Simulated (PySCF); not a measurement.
Distances in Å between the heavy atoms of a computed structure (BHandHLYP/6-31G*; lower triangle, same order across):
```
B1    0.00
P2    1.95  0.00
C3    3.39  1.78  0.00
C4    4.49  3.12  1.48  0.00
C5    3.39  1.78  1.31  2.66  0.00
C6    4.47  3.09  2.63  3.71  1.44  0.00
C7    4.72  3.65  3.74  4.96  2.43  1.33  0.00
```

Hydrogens: 3 on B1, 1 on P2, 3 on C4, 1 on C6, 2 on C7.

Charge 0, singlet.

Problem. Read off the bonds between heavy atoms and their formal orders.

Solution. B1–P2 (single); P2–C3 (single); C3–C4 (single); C3–C5 (double); C5–C6 (single); C6–C7 (double); P2–C5 (single).

Problem. Give the structure as a SMILES string.

Solution. `[BH3-][PH+]1C(C)=C1C=C`, C5H10BP. The mark at the stereocentre is left out: distances alone don't tell a structure from its mirror image.

Problem. Which rings does it hold?

Solution. P2–C3–C5 (3 members).

Problem. Classify the heavy atoms.

Solution. B1: four-coordinate boron; P2: phosphorus bonded to B, 2 C and H; C3: fully substituted alkene carbon; C4: allylic carbon; C5: fully substituted alkene carbon; C6: alkene CH carbon; C7: terminal =CH2 carbon.

Shape of the structure used: `[BH3-:1][P@H+:2]1[C:3]([CH3:4])=[C:5]1[CH:6]=[CH2:7]`: C3–C5–C6–C7 178°.
